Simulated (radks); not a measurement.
The numbers below are computed, except where a source is named.
Question: The mean radii <r> (bohr) of the occupied orbitals of an atom or ion are listed with their occupations. Code: a radial shooting solver on a logarithmic mesh with Libxc functionals. Model: scalar-relativistic Kohn-Sham, PBEsol, spin-unpolarised, spherical densities, finite nucleus; Fermi nuclear charge, rms radius of each element as measured or else 0.836 A^(1/3) + 0.57 fm.

orbital  occ.     <r>
1s          2  0.3272

Name the element and its charge.

Answer: Z = 5, boron, charge +3: B3+ in [He]. The 1s radius gives Z: for a bare nucleus <r> = (2 gamma + 1)/(2Z) with gamma = sqrt(1 - (Z/c)^2), 0.2999 bohr for Z = 5, and screening makes it slightly larger (0.3272 here). The occupations add up to 2, and the charge is Z minus that.
